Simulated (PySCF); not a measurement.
r2SCAN on He (helium, neutral), 1s1 2p1, high-spin 3P determinant (an excited configuration). Calculation: PySCF 2.14, in dyall-acv3z (10s3p2d, 29 functions); no relativity, point nucleus.

```
cycle= 1 E= -2.02324890186425  delta_E= -0.000604  |g|= 0.00264  |ddm|= 0.0218
cycle= 2 E= -2.02325043393768  delta_E= -1.53e-06  |g|= 0.000166  |ddm|= 0.00171
cycle= 3 E= -2.02325044450619  delta_E= -1.06e-08  |g|= 1.55e-05  |ddm|= 9.72e-05
cycle= 4 E= -2.02325044461681  delta_E= -1.11e-10  |g|= 1.13e-06  |ddm|= 1.97e-05
converged SCF energy = -2.02325044461681  <S^2> = 2  2S+1 = 3
```

Highest occupied orbital energy: 3.077 eV; ⟨L²⟩ = 2.00; populations by l: s 1.00, p 1.00, d 0.00.

Q: Can this result be used?

A: Not for this state. Self-consistency was reached. The outer electron is Rydberg-like, and this basis confines it to a smaller radius and binds it less than a complete one would. At r2SCAN the highest occupied level has a positive energy, so only the finite basis holds that electron; for this excited configuration the basis is too tight for the outer shell.
